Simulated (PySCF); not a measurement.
## Manganese: a sound run and one with changed settings

Sound run: Mn²⁺ [Ar] 3d5, Mn³⁺ [Ar] 3d4. Calculation: PySCF 2.14, in cc-pVDZ-DK (6s5p3d1f, 43 functions); the spin-free X2C one-electron Hamiltonian (Gaussian nucleus). In the sound run the correlated levels freeze [Ar]. The sound run starts from symmetry-adapted Hartree-Fock orbitals and uses a fine grid where one is needed.

Changed run: all electrons correlated in a basis built for the valence shell.

```json
{"species": "Mn²⁺", "method": "MP2", "sound run (hartree)": "-1156.66770", "changed run (hartree)": "-1156.85031", "converged": "yes"}
{"species": "Mn³⁺", "method": "MP2", "sound run (hartree)": "-1155.44407", "changed run (hartree)": "-1155.61519", "converged": "yes"}
```

Ionisation energy of Mn²⁺:

```tsv
method	sound run (eV)	changed run (eV)
UHF	32.519	32.519
MP2	33.297	33.609
SCS-MP2	32.778	33.128
```

A valence basis has no tight correlating functions, so it recovers only part of the core correlation, and not evenly between atom and ion.

For comparison, NIST gives 33.668 ± 0.012 eV between the lowest levels.
